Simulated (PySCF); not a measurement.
First SCF of a structure search on triplet Nb(OH)3, at a hand-made PBE0 minimum (heavy-atom frame) geometry. PySCF input:

```python
from pyscf import gto, scf, dft
mol = gto.M(atom='''
Nb     0.000640     0.077170     0.000000
O      0.000000    -1.852720    -0.000000
O      0.023210     0.704190     1.772590
O      0.023210     0.704200    -1.772590
H     -0.823420    -2.357480    -0.000000
H      0.013790     1.147730     2.619270
H      0.013790     1.147730    -2.619270''',
    basis={'Nb': 'def2-SVP', 'O': 'def2-SVP', 'H': 'def2-SVP'},
    ecp={'Nb': 'def2-SVP'},
    charge=0, spin=2)
mf = dft.UKS(mol, xc='B3LYP')
mf.grids.atom_grid = (50, 194)
aux = {'Nb': 'def2-universal-JKFIT', 'O': 'def2-universal-JKFIT', 'H': 'def2-universal-JKFIT'}
mf = mf.density_fit(auxbasis=aux)
mf.conv_tol = 1e-08
mf.diis_space = 10
mf.max_cycle = 60
mf.init_guess = 'minao'
mf.verbose = 4
mf.kernel()
```

Excerpt of the output (cycles alone):

```
init E= -277.359067911876
cycle= 1 E= -283.433058234144  delta_E= -6.07  |g|= 1.28  |ddm|= 2.99
cycle= 2 E= -282.354762951958  delta_E= 1.08  |g|= 1.63  |ddm|= 4.53
cycle= 3 E= -284.31078866249  delta_E= -1.96  |g|= 0.405  |ddm|= 4.03
cycle= 4 E= -284.354257339968  delta_E= -0.0435  |g|= 0.33  |ddm|= 0.444
cycle= 5 E= -284.394487014083  delta_E= -0.0402  |g|= 0.0302  |ddm|= 0.209
cycle= 6 E= -284.394603082512  delta_E= -0.000116  |g|= 0.0269  |ddm|= 0.0409
cycle= 7 E= -284.394880387438  delta_E= -0.000277  |g|= 0.00672  |ddm|= 0.023
cycle= 8 E= -284.394907489064  delta_E= -2.71e-05  |g|= 0.00105  |ddm|= 0.00845
cycle= 9 E= -284.394909640713  delta_E= -2.15e-06  |g|= 0.000358  |ddm|= 0.00377
cycle= 10 E= -284.394909763956  delta_E= -1.23e-07  |g|= 0.000132  |ddm|= 0.000797
cycle= 11 E= -284.394909776839  delta_E= -1.29e-08  |g|= 4.19e-05  |ddm|= 0.000224
cycle= 12 E= -284.394909778346  delta_E= -1.51e-09  |g|= 1.41e-05  |ddm|= 8.91e-05
Extra cycle  E= -284.394909778367  delta_E= -2.09e-11  |g|= 1.98e-05  |ddm|= 4.35e-05
converged SCF energy = -284.394909778367  <S^2> = 2.0037162  2S+1 = 3.0024765
```

No lower solution of this spin was found from smeared starts or by a stability analysis within the unrestricted form.

Other spin states or occupations of the open shell can lie lower.

The search for the lowest solution, 3 starts and the stability check together, took 10 s on 4 threads of a shared Intel Xeon 6975P-C (Granite Rapids) host, with 88 basis functions; the process peaked at 0.61 GiB. Launch command: `OMP_NUM_THREADS=4 python axn.py task.json out`.
